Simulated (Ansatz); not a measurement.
Ansatz (a quantum-chemistry and plane-wave program) input (B3LYP-D3(BJ)/def2-TZVP):

Ansatz 0.2 input:
```yaml
crystal:
  periodic: [false, false, false]
  atoms:
    - {symbol: C, position_ang: [1.01649544, -0.48903755, 0.33400321]}
    - {symbol: C, position_ang: [2.07159355, 0.52943331, 0.57731124]}
    - {symbol: C, position_ang: [-0.37390396, -0.13963136, -0.11688283]}
    - {symbol: C, position_ang: [-1.05494242, -1.39270000, -0.68464948]}
    - {symbol: C, position_ang: [-0.35359022, 0.95771013, -1.19335772]}
    - {symbol: C, position_ang: [-1.19098007, 0.36715355, 1.09467733]}
    - {symbol: H, position_ang: [1.17993706, -1.49861355, 0.69337818]}
    - {symbol: H, position_ang: [1.75311624, 1.29155940, 1.30369825]}
    - {symbol: H, position_ang: [2.33629210, 1.07839567, -0.33356731]}
    - {symbol: H, position_ang: [2.98289271, 0.07359008, 0.96430333]}
    - {symbol: H, position_ang: [-2.08242790, -1.17508937, -0.98473765]}
    - {symbol: H, position_ang: [-0.51672285, -1.76616761, -1.55792625]}
    - {symbol: H, position_ang: [-1.08391791, -2.19087951, 0.06042936]}
    - {symbol: H, position_ang: [0.22837902, 0.64251421, -2.06172498]}
    - {symbol: H, position_ang: [-1.36933917, 1.17863938, -1.52796704]}
    - {symbol: H, position_ang: [0.07911300, 1.88459824, -0.81396844]}
    - {symbol: H, position_ang: [-2.20872739, 0.62519103, 0.78972708]}
    - {symbol: H, position_ang: [-0.73483737, 1.25720199, 1.53162206]}
    - {symbol: H, position_ang: [-1.25179159, -0.39850853, 1.87012269]}
basis:
  gaussian:
    orbitals: def2-TZVP
hamiltonian:
  xc: b3lyp
  dispersion: d3bj
magnetization: {spin_polarized: true, initial_magnetization: 1}
phonons: {temperatures: {t_min: 298.15, t_max: 298.15, t_step: 100}}
```

Output:

```
Functional definition: B3LYP
integrals: 0.22 GiB planned
1652 factors; their error is unknown
0.38 GiB of the device are held for the grids
1.63 GiB of device memory are held for the factors and their scratch space
mean field: 2.04 GiB planned
mean field evaluation 1: about -6417.8005 eV, gradient 6.2e1 eV
mean field evaluation 2: about -6402.4422 eV, gradient 8.0e1 eV
mean field evaluation 4: about -6435.6733 eV, gradient 4.9e0 eV
mean field evaluation 8: about -6435.7727 eV, gradient 6.7e-2 eV
mean field evaluation 16: about -6435.7270 eV, gradient 4.2e-4 eV
mean field -6435.72695807 eV, -236.5086034167 hartree, gradient 1.7e-5 eV, S^2 0.754131; 0 other end points of the search recorded, 0 dependent functions left out
the calculation of the forces begins
reference -6435.72728091 eV, -236.5086152807 hartree; 25, 24 occupied and 239, 240 virtual orbitals, 1652 factors
these checks for a lower state are left out or cut short: stability, starts, cluster_reference, orbital_swaps, neighbouring_geometries, increment
integrals: 0.22 GiB planned
1652 factors; their error is unknown
0.38 GiB of the device are held for the grids
1.63 GiB of device memory are held for the factors and their scratch space
mean field: 2.04 GiB planned
mean field -6435.72688577 eV, -236.5086007596 hartree, gradient 2.8e-6 eV, S^2 0.754131; 0 other end points of the search recorded, 0 dependent functions left out
the calculation of the forces begins
reference -6435.72720861 eV, -236.5086126239 hartree; 25, 24 occupied and 239, 240 virtual orbitals, 1652 factors
these checks for a lower state are left out or cut short: stability, starts, cluster_reference, orbital_swaps, neighbouring_geometries, increment
integrals: 0.22 GiB planned
1652 factors; their error is unknown
0.38 GiB of the device are held for the grids
1.63 GiB of device memory are held for the factors and their scratch space
mean field: 2.04 GiB planned
mean field evaluation 32: about -6435.7268 eV, gradient 7.4e-3 eV
mean field -6435.72675500 eV, -236.5085959540 hartree, gradient 2.8e-6 eV, S^2 0.754131; 0 other end points of the search recorded, 0 dependent functions left out
the calculation of the forces begins
reference -6435.72707783 eV, -236.5086078177 hartree; 25, 24 occupied and 239, 240 virtual orbitals, 1652 factors
these checks for a lower state are left out or cut short: stability, starts, cluster_reference, orbital_swaps, neighbouring_geometries, increment
integrals: 0.22 GiB planned
1652 factors; their error is unknown
0.38 GiB of the device are held for the grids
1.63 GiB of device memory are held for the factors and their scratch space
mean field: 2.04 GiB planned
mean field -6435.72675583 eV, -236.5085959844 hartree, gradient 2.8e-6 eV, S^2 0.754136; 0 other end points of the search recorded, 0 dependent functions left out
the calculation of the forces begins
reference -6435.72707872 eV, -236.5086078504 hartree; 25, 24 occupied and 239, 240 virtual orbitals, 1652 factors
these checks for a lower state are left out or cut short: stability, starts, cluster_reference, orbital_swaps, neighbouring_geometries, increment
integrals: 0.22 GiB planned
1652 factors; their error is unknown
0.38 GiB of the device are held for the grids
1.63 GiB of device memory are held for the factors and their scratch space
mean field: 2.04 GiB planned
mean field -6435.72680670 eV, -236.5085978540 hartree, gradient 2.8e-6 eV, S^2 0.754125; 0 other end points of the search recorded, 0 dependent functions left out
[...]
integrals: 0.22 GiB planned
1652 factors; their error is unknown
0.38 GiB of the device are held for the grids
1.63 GiB of device memory are held for the factors and their scratch space
mean field: 2.04 GiB planned
mean field -6435.72691240 eV, -236.5086017382 hartree, gradient 2.8e-6 eV, S^2 0.754131; 0 other end points of the search recorded, 0 dependent functions left out
the calculation of the forces begins
reference -6435.72723524 eV, -236.5086136025 hartree; 25, 24 occupied and 239, 240 virtual orbitals, 1652 factors
these checks for a lower state are left out or cut short: stability, starts, cluster_reference, orbital_swaps, neighbouring_geometries, increment
integrals: 0.22 GiB planned
1652 factors; their error is unknown
0.38 GiB of the device are held for the grids
1.63 GiB of device memory are held for the factors and their scratch space
mean field: 2.04 GiB planned
mean field -6435.72685916 eV, -236.5085997816 hartree, gradient 2.8e-6 eV, S^2 0.754131; 0 other end points of the search recorded, 0 dependent functions left out
the calculation of the forces begins
reference -6435.72718198 eV, -236.5086116452 hartree; 25, 24 occupied and 239, 240 virtual orbitals, 1652 factors
these checks for a lower state are left out or cut short: stability, starts, cluster_reference, orbital_swaps, neighbouring_geometries, increment
integrals: 0.22 GiB planned
1652 factors; their error is unknown
0.38 GiB of the device are held for the grids
1.63 GiB of device memory are held for the factors and their scratch space
mean field: 2.04 GiB planned
mean field evaluation 768: about -6435.7270 eV, gradient 2.0e-6 eV
mean field -6435.72697152 eV, -236.5086039111 hartree, gradient 2.8e-6 eV, S^2 0.754131; 0 other end points of the search recorded, 0 dependent functions left out
the calculation of the forces begins
reference -6435.72729436 eV, -236.5086157751 hartree; 25, 24 occupied and 239, 240 virtual orbitals, 1652 factors
these checks for a lower state are left out or cut short: stability, starts, cluster_reference, orbital_swaps, neighbouring_geometries, increment
integrals: 0.22 GiB planned
1652 factors; their error is unknown
0.38 GiB of the device are held for the grids
1.63 GiB of device memory are held for the factors and their scratch space
mean field: 2.04 GiB planned
mean field -6435.72688807 eV, -236.5086008443 hartree, gradient 2.8e-6 eV, S^2 0.754131; 0 other end points of the search recorded, 0 dependent functions left out
the calculation of the forces begins
reference -6435.72721091 eV, -236.5086127082 hartree; 25, 24 occupied and 239, 240 virtual orbitals, 1652 factors
these checks for a lower state are left out or cut short: stability, starts, cluster_reference, orbital_swaps, neighbouring_geometries, increment
integrals: 0.22 GiB planned
1652 factors; their error is unknown
0.38 GiB of the device are held for the grids
1.63 GiB of device memory are held for the factors and their scratch space
mean field: 2.04 GiB planned
mean field -6435.72691481 eV, -236.5086018269 hartree, gradient 2.8e-6 eV, S^2 0.754131; 0 other end points of the search recorded, 0 dependent functions left out
the calculation of the forces begins
reference -6435.72723764 eV, -236.5086136907 hartree; 25, 24 occupied and 239, 240 virtual orbitals, 1652 factors
these checks for a lower state are left out or cut short: stability, starts, cluster_reference, orbital_swaps, neighbouring_geometries, increment
integrals: 0.22 GiB planned
1652 factors; their error is unknown
0.38 GiB of the device are held for the grids
1.63 GiB of device memory are held for the factors and their scratch space
mean field: 2.04 GiB planned
mean field -6435.72697191 eV, -236.5086039253 hartree, gradient 2.8e-6 eV, S^2 0.754131; 0 other end points of the search recorded, 0 dependent functions left out
the calculation of the forces begins
reference -6435.72729475 eV, -236.5086157894 hartree; 25, 24 occupied and 239, 240 virtual orbitals, 1652 factors
these checks for a lower state are left out or cut short: stability, starts, cluster_reference, orbital_swaps, neighbouring_geometries, increment
integrals: 0.22 GiB planned
1652 factors; their error is unknown
0.38 GiB of the device are held for the grids
1.63 GiB of device memory are held for the factors and their scratch space
mean field: 2.04 GiB planned
mean field -6435.72689865 eV, -236.5086012330 hartree, gradient 2.8e-6 eV, S^2 0.754131; 0 other end points of the search recorded, 0 dependent functions left out
the calculation of the forces begins
reference -6435.72722147 eV, -236.5086130966 hartree; 25, 24 occupied and 239, 240 virtual orbitals, 1652 factors
these checks for a lower state are left out or cut short: stability, starts, cluster_reference, orbital_swaps, neighbouring_geometries, increment
integrals: 0.22 GiB planned
1652 factors; their error is unknown
0.38 GiB of the device are held for the grids
1.63 GiB of device memory are held for the factors and their scratch space
mean field: 2.04 GiB planned
mean field evaluation 800: about -6435.7261 eV, gradient 5.1e-1 eV
mean field -6435.72690040 eV, -236.5086012974 hartree, gradient 2.8e-6 eV, S^2 0.754131; 0 other end points of the search recorded, 0 dependent functions left out
the calculation of the forces begins
reference -6435.72722325 eV, -236.5086131618 hartree; 25, 24 occupied and 239, 240 virtual orbitals, 1652 factors
these checks for a lower state are left out or cut short: stability, starts, cluster_reference, orbital_swaps, neighbouring_geometries, increment
integrals: 0.22 GiB planned
1652 factors; their error is unknown
0.38 GiB of the device are held for the grids
1.63 GiB of device memory are held for the factors and their scratch space
mean field: 2.04 GiB planned
mean field -6435.72694556 eV, -236.5086029569 hartree, gradient 2.8e-6 eV, S^2 0.754131; 0 other end points of the search recorded, 0 dependent functions left out
the calculation of the forces begins
reference -6435.72726842 eV, -236.5086148220 hartree; 25, 24 occupied and 239, 240 virtual orbitals, 1652 factors
these checks for a lower state are left out or cut short: stability, starts, cluster_reference, orbital_swaps, neighbouring_geometries, increment
integrals: 0.22 GiB planned
1652 factors; their error is unknown
0.38 GiB of the device are held for the grids
1.63 GiB of device memory are held for the factors and their scratch space
mean field: 2.04 GiB planned
mean field -6435.72685452 eV, -236.5085996113 hartree, gradient 2.8e-6 eV, S^2 0.754131; 0 other end points of the search recorded, 0 dependent functions left out
the calculation of the forces begins
reference -6435.72717732 eV, -236.5086114741 hartree; 25, 24 occupied and 239, 240 virtual orbitals, 1652 factors
Total energy: -6436.45641148 eV, -236.5354103350 hartree
Atom 0 at     1.016495    -0.489038     0.334003 Å, force     0.000999     0.000077     0.000098 eV/Å
Atom 1 at     2.071594     0.529433     0.577311 Å, force     0.000542     0.000397    -0.000073 eV/Å
Atom 2 at    -0.373904    -0.139631    -0.116883 Å, force     0.000015     0.000151    -0.000113 eV/Å
Atom 3 at    -1.054942    -1.392700    -0.684649 Å, force    -0.000282     0.000140     0.000558 eV/Å
Atom 4 at    -0.353590     0.957710    -1.193358 Å, force    -0.000130     0.000077     0.000312 eV/Å
Atom 5 at    -1.190980     0.367154     1.094677 Å, force    -0.000885    -0.000296     0.000342 eV/Å
Atom 6 at     1.179937    -1.498614     0.693378 Å, force    -0.000087    -0.000056    -0.000168 eV/Å
Atom 7 at     1.753116     1.291559     1.303698 Å, force    -0.000490    -0.000451    -0.000032 eV/Å
Atom 8 at     2.336292     1.078396    -0.333567 Å, force    -0.000089    -0.000302     0.000025 eV/Å
Atom 9 at     2.982893     0.073590     0.964303 Å, force    -0.000120     0.000070    -0.000054 eV/Å
Atom 10 at    -2.082428    -1.175089    -0.984738 Å, force     0.000058    -0.000027    -0.000101 eV/Å
Atom 11 at    -0.516723    -1.766168    -1.557926 Å, force    -0.000004     0.000229     0.000176 eV/Å
Atom 12 at    -1.083918    -2.190880     0.060429 Å, force    -0.000228    -0.000120     0.000190 eV/Å
Atom 13 at     0.228379     0.642514    -2.061725 Å, force    -0.000145     0.000153    -0.000121 eV/Å
Atom 14 at    -1.369339     1.178639    -1.527967 Å, force     0.000011    -0.000036     0.000031 eV/Å
Atom 15 at     0.079113     1.884598    -0.813968 Å, force     0.000049     0.000164    -0.000144 eV/Å
Atom 16 at    -2.208727     0.625191     0.789727 Å, force     0.000552     0.000027    -0.000839 eV/Å
Atom 17 at    -0.734837     1.257202     1.531622 Å, force     0.000104    -0.000018    -0.000120 eV/Å
Atom 18 at    -1.251792    -0.398509     1.870123 Å, force     0.000130    -0.000177     0.000035 eV/Å
Dipole moment:     0.000821     0.034219     0.028262 e Å
Vibrations: 69.30 90.29 220.12 247.65 261.06 280.29 293.16 347.69 365.16 405.08 488.87 505.47 722.66 873.06 922.26 937.31 961.53 986.04 1020.93 1035.20 1082.55 1121.31 1204.44 1233.38 1281.34 1374.50 1391.37 1398.12 1412.62 1429.54 1470.93 1479.82 1483.72 1487.25 1490.74 1503.77 1505.56 1519.39 2959.88 3010.17 3019.99 3024.15 3031.75 3080.88 3085.83 3089.37 3093.15 3095.07 3095.83 3099.08 3157.17 cm⁻¹, zero-point energy 4.695641 eV
```

It need not be the lowest isomer of its formula.
